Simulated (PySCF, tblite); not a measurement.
Isomers of C6H9O (doublet state), one GFN2-xTB conformer each. Single-point energies are computed at B3LYP/pcH-1 (PySCF, gas phase, no added dispersion term), electronic only. GFN2-xTB treats the open shell by occupation alone, and not every SCF solution was tested for stability.

| SMILES | GFN2-xTB relative energy (kcal/mol) |
| --- | --- |
| [CH2][C@@H]1CCCC1=O | 0.0 |
| [CH2]CC(=C)C(C)=O | 30.8 |

Conformers: `[CH2:1][C@@H:2]1[CH2:3][CH2:4][CH2:5][C:6]1=[O:7]` (doublet state) with H–C1–C2–C3 -166° and 25°, C1–C2–C3–C4 -106°, C2–C3–C4–C5 25°, C3–C4–C5–C6 -36°, C4–C5–C6–O7 -146°; `[CH2:1][CH2:2][C:3](=[CH2:4])[C:5]([CH3:6])=[O:7]` (doublet state) with H–C1–C2–C3 154° and -39°, C1–C2–C3–C4 117°, C2–C3–C5–C6 -2°.

Question: What does B3LYP/pcH-1 give for the same structures?

Answer: 
```json
{"SMILES": "[CH2][C@@H]1CCCC1=O", "B3LYP/pcH-1 E (Eh)": "-309.23330", "B3LYP/pcH-1 (kcal/mol)": "0.0", "GFN2-xTB (kcal/mol)": "0.0", "point group": "C1"}
{"SMILES": "[CH2]CC(=C)C(C)=O", "B3LYP/pcH-1 E (Eh)": "-309.21854", "B3LYP/pcH-1 (kcal/mol)": "9.3", "GFN2-xTB (kcal/mol)": "30.8", "point group": "C1"}
```

Both levels put the same isomer lowest. 

Question: What happens when harmonic zero-point energies from GFN2-xTB frequencies are added?

Answer: 
```csv
SMILES,ZPE (kcal/mol),electronic (kcal/mol),with ZPE (kcal/mol)
[CH2][C@@H]1CCCC1=O,83.3,0.0,0.0
[CH2]CC(=C)C(C)=O,80.3,9.3,6.3
```

The zero-point energies span 3.0 kcal/mol. The order is unchanged.
